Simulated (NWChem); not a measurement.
System: CH6BeSSi; SMILES C[S][Be][SiH3]

Output (shortened):

```
             Northwest Computational Chemistry Package (NWChem) 7.3.0
             --------------------------------------------------------

                             Geometry "geometry" -> ""
                             -------------------------

 Output coordinates in angstroms (scale by  1.889725989 to convert to a.u.)

  No.       Tag          Charge          X              Y              Z
 ---- ---------------- ---------- -------------- -------------- --------------
    1 Be                   4.0000     0.36352800    -0.30679900    -0.00353900
    2 S                   16.0000     0.83556800     1.54352900    -0.00779500
    3 C                    6.0000    -0.80647200     2.36196100     0.00017700
    4 H                    1.0000    -1.35002600     2.17716100    -0.93559900
    5 H                    1.0000    -0.61711500     3.43989600     0.08700400
    6 H                    1.0000    -1.41605000     2.04670300     0.85708400
    7 Si                  14.0000    -0.14129500    -2.42611800     0.00354600
    8 H                    1.0000    -1.21412400    -2.75245000    -0.99344200
    9 H                    1.0000    -0.63614600    -2.89452600     1.33974400
   10 H                    1.0000     1.04317400    -3.27922000    -0.34361600

 Effective nuclear repulsion energy (a.u.)     153.1463355379

                              NWChem Property Module
                              ----------------------

                                 NWChem DFT Module
                                 -----------------

 Summary of "ao basis" -> "ao basis" (spherical)
 ------------------------------------------------------------------------------
       Tag                 Description            Shells   Functions and Types
 ---------------- ------------------------------  ------  ---------------------
 Be                        def2-svpd                 6       12   3s3p
 S                         def2-svpd                11       27   5s4p2d
 C                         def2-svpd                 8       20   4s2p2d
 H                         def2-svpd                 4        8   2s2p
 Si                        def2-svpd                10       24   5s3p2d

            General Information
            -------------------
          SCF calculation type: DFT
          Wavefunction type:  closed shell.
          No. of atoms     :    10
          No. of electrons :    46
           Alpha electrons :    23
            Beta electrons :    23
          Charge           :     0
          Spin multiplicity:     1
          Use of symmetry is: off; symmetry adaption is: off
          Maximum number of iterations: 150
          AO basis - number of functions:   131
                     number of shells:    59
          Convergence on energy requested:  1.00D-06
          Convergence on density requested:  1.00D-05
          Convergence on gradient requested:  5.00D-04

              XC Information
              --------------
                        BHLYP Method XC Functional
                     Hartree-Fock (Exact) Exchange  0.500
                        Slater Exchange Functional  0.500 local
                    Becke 1988 Exchange Functional  0.500 non-local
              Lee-Yang-Parr Correlation Functional  1.000

             Grid Information
             ----------------
          Grid used for XC integration:  medium
          Radial quadrature: Mura-Knowles
          Angular quadrature: Lebedev.
          Tag              B.-S. Rad. Rad. Pts. Rad. Cut. Ang. Pts.
          ---              ---------- --------- --------- ---------
          Be                  1.05       49          12.0       434
          S                   1.00       88          14.0       590
          C                   0.70       49          14.0       434
          H                   0.35       45          16.0       434
          Si                  1.10       88          14.0       590
          Grid pruning is: on
          Number of quadrature shells:   544
          Spatial weights used:  Erf1

      Superposition of Atomic Density Guess
      -------------------------------------

 Sum of atomic energies:        -741.26502084

      Non-variational initial energy
      ------------------------------

 Total energy =    -742.740734
 1-e energy   =   -1326.295213
 2-e energy   =     430.408144
 HOMO         =      -0.304058
 LUMO         =      -0.007789

   convergence    iter        energy       DeltaE   RMS-Dens  Diis-err
 ---------------- ----- ----------------- --------- --------- ---------
 d= 0,ls=0.0,diis     1   -743.8282487166 -8.97D+02  7.55D-03  2.30D-01
 d= 0,ls=0.0,diis     2   -743.8644877630 -3.62D-02  3.34D-03  6.37D-02
 d= 0,ls=0.0,diis     3   -743.8737238114 -9.24D-03  8.44D-04  9.68D-03
 d= 0,ls=0.0,diis     4   -743.8752369047 -1.51D-03  1.83D-04  1.93D-04
 d= 0,ls=0.0,diis     5   -743.8752701890 -3.33D-05  7.33D-05  2.88D-05
  Resetting Diis
 d= 0,ls=0.0,diis     6   -743.8752755692 -5.38D-06  1.58D-05  2.43D-06
 d= 0,ls=0.0,diis     7   -743.8752760110 -4.42D-07  5.44D-06  6.40D-08

         Total DFT energy =     -743.875276010963
      One electron energy =    -1329.876733451748
           Coulomb energy =      489.926086429633
    Exchange-Corr. energy =      -57.070964526785
 Nuclear repulsion energy =      153.146335537938

 Numeric. integr. density =       45.999983939879

                       DFT Final Molecular Orbital Analysis
                       ------------------------------------

 Vector   21  Occ=2.000000D+00  E=-3.623700D-01
              MO Center=  4.9D-01,  9.3D-01, -4.6D-04, r^2= 4.1D+00
   Bfn.  Coefficient  Atom+Function         Bfn.  Coefficient  Atom+Function
  ----- ------------  ---------------      ----- ------------  ---------------
    24     -0.336991   2 S  px                2      0.308258   1 Be s
    25     -0.305195   2 S  py               21     -0.244038   2 S  px
    22     -0.223267   2 S  py               15     -0.211565   2 S  s
    17      0.171678   2 S  s                 1     -0.161044   1 Be s
    96      0.160385   7 Si py               44      0.154268   3 C  px

 Vector   22  Occ=2.000000D+00  E=-3.288742D-01
              MO Center=  1.9D-01, -1.0D+00, -1.7D-04, r^2= 4.3D+00
   Bfn.  Coefficient  Atom+Function         Bfn.  Coefficient  Atom+Function
  ----- ------------  ---------------      ----- ------------  ---------------
     5      0.379781   1 Be py               93      0.274288   7 Si py
    96      0.244835   7 Si py               22      0.184200   2 S  py
    25      0.170588   2 S  py                2      0.161604   1 Be s
    90     -0.154726   7 Si py               24      0.129134   2 S  px
    21      0.119206   2 S  px               16      0.118267   2 S  s

 Vector   23  Occ=2.000000D+00  E=-3.028924D-01
              MO Center=  6.5D-01,  1.4D+00, -1.0D-02, r^2= 2.1D+00
   Bfn.  Coefficient  Atom+Function         Bfn.  Coefficient  Atom+Function
  ----- ------------  ---------------      ----- ------------  ---------------
    26      0.581740   2 S  pz               23      0.420578   2 S  pz
    20      0.237954   2 S  pz                6     -0.149428   1 Be pz
    60      0.124904   4 H  s                46     -0.113924   3 C  pz
    76     -0.112980   6 H  s                61      0.109703   4 H  s
    29      0.103090   2 S  pz               77     -0.090243   6 H  s

 Vector   24  Occ=0.000000D+00  E=-2.847328D-02
              MO Center=  1.8D-01, -2.0D-01,  2.2D-02, r^2= 5.8D+00
   Bfn.  Coefficient  Atom+Function         Bfn.  Coefficient  Atom+Function
  ----- ------------  ---------------      ----- ------------  ---------------
    43      0.416621   3 C  s                 4      0.409912   1 Be px
    17     -0.354527   2 S  s                10     -0.298524   1 Be px
     3      0.237704   1 Be s                11      0.217932   1 Be py
    88      0.198365   7 Si s                41     -0.173464   3 C  s
    77     -0.172840   6 H  s                87     -0.153981   7 Si s

 Vector   25  Occ=0.000000D+00  E=-8.136056D-03
              MO Center=  2.5D-01, -6.0D-01, -4.8D-02, r^2= 5.7D+00
   Bfn.  Coefficient  Atom+Function         Bfn.  Coefficient  Atom+Function
  ----- ------------  ---------------      ----- ------------  ---------------
    12      0.482093   1 Be pz                6     -0.412805   1 Be pz
    29     -0.241828   2 S  pz               26     -0.228193   2 S  pz
     9      0.173380   1 Be pz              117     -0.169290   9 H  s
   104      0.162371   7 Si d -1             97      0.148877   7 Si pz
    23     -0.141180   2 S  pz              109      0.134451   8 H  s

 Vector   26  Occ=0.000000D+00  E= 2.236491D-02
              MO Center=  3.2D-01, -7.3D-01, -9.6D-03, r^2= 1.1D+01
   Bfn.  Coefficient  Atom+Function         Bfn.  Coefficient  Atom+Function
  ----- ------------  ---------------      ----- ------------  ---------------
    87      3.633752   7 Si s                88     -2.456348   7 Si s
    42     -0.822917   3 C  s                17     -0.732481   2 S  s
    16      0.459544   2 S  s                43     -0.443169   3 C  s
   109     -0.437333   8 H  s               117     -0.436710   9 H  s
    61      0.413602   4 H  s               125     -0.403706  10 H  s

     Multipole analysis of the density
     ---------------------------------

     L   x y z        total         alpha         beta         nuclear
     -   - - -        -----         -----         ----         -------
     0   0 0 0     -0.000000    -23.000000    -23.000000     46.000000

     1   1 0 0     -0.517731     -3.864416     -3.864416      7.211102
     1   0 1 0      0.400833     -2.079487     -2.079487      4.559807
     1   0 0 1      0.003358      0.074429      0.074429     -0.145499

     2   2 0 0    -31.282626    -56.810086    -56.810086     82.337546
     2   1 1 0     -3.648471    -14.968591    -14.968591     26.288711
     2   1 0 1     -0.003549      0.223334      0.223334     -0.450217
     2   0 2 0    -33.888540   -377.342334   -377.342334    720.796128
     2   0 1 1      0.021394      0.557606      0.557606     -1.093818
     2   0 0 2    -31.917685    -24.026983    -24.026983     16.136281

 *** CALLING NEW AORESP DRIVER FOR CLOSED AND OPEN SHELLS ***
 Entering AOResponse driver routine

--------------------------------------------------------------------------------

          -----------------------------------------------
          Solving response equations for perturbing field
          -----------------------------------------------

 number of frequencies:     1
 frequency in a.u.:  0.0000000E+00
 Perturbing field: electric
 Using El. Dipole Length Gauge

 Setting up CPKS with frequency omega =      0.00000000 a.u.

 STATIC response

                                NWChem CPHF Module
                                ------------------

  scftype          =     RHF
  nclosed          =       23
  nopen            =        0
  variables        =     2484
  # of vectors     =        3
  tolerance        = 0.10D-03
  level shift      = 0.00D+00
  max iterations   =       50
  max subspace     =       30

 SCF residual:    2.0533965258923663E-004

Iterative solution of linear equations
  No. of variables     2484
  No. of equations        3
  Maximum subspace       30
        Iterations       50
       Convergence  1.0D-04

   iter   nsub   residual    time
   ----  ------  --------  ---------
     1      3    2.09D+00      43.5
     2      6    9.92D-01      58.5
     3      9    2.55D-01      73.4
     4     12    1.97D-02      88.3
     5     15    8.81D-03     103.2
     6     18    1.65D-03     118.1
     7     21    2.17D-04     133.5
     8     24    3.81D-05     149.0

 Electric Dipole Response Matrix (nonzero elements):

              1        2        3
    1   75.2979  -1.3319  -0.0374
    2   -1.3319 100.7986   0.0279
    3   -0.0374   0.0279  68.1674

 ------------------------------------------
 average:        81.42133 + I       0.00000

 DFT Linear Response polarizability / au
 Frequency  =       0.0000000 / au
              X              Y              Z
 -----------------------------------------------
 X      75.2979083     -1.3318772     -0.0373678
 Y      -1.3318919    100.7986497      0.0278503
 Z      -0.0373641      0.0278503     68.1674449
 -----------------------------------------------
 Eigenvalues =      75.2287167    100.8680506     68.1672356
 Isotropic   =      81.4213343
 Anisotropic =      29.8042216
 -----------------------------------------------

 Magnetic Dipole Response Matrix (nonzero elements):

 Exiting AOResponse driver routine
```

Level: BHandHLYP/def2-SVPD. Structure relaxed at the PBE0/def2-SVP level.

Question: Which NWChem input produces such a log?

Answer: One answer among several that fit: the input that was run:
```
start job
memory heap 200 mb stack 900 mb global 1100 mb
geometry units angstroms noautosym nocenter noautoz
  Be     0.363528    -0.306799    -0.003539
  S      0.835568     1.543529    -0.007795
  C     -0.806472     2.361961     0.000177
  H     -1.350026     2.177161    -0.935599
  H     -0.617115     3.439896     0.087004
  H     -1.416050     2.046703     0.857084
  Si    -0.141295    -2.426118     0.003546
  H     -1.214124    -2.752450    -0.993442
  H     -0.636146    -2.894526     1.339744
  H      1.043174    -3.279220    -0.343616
end
basis spherical
  Be library def2-svpd
  S library def2-svpd
  C library def2-svpd
  H library def2-svpd
  Si library def2-svpd
end
dft
  xc bhlyp
  iterations 150
end
property
  response 1 0.0
end
task dft property
```
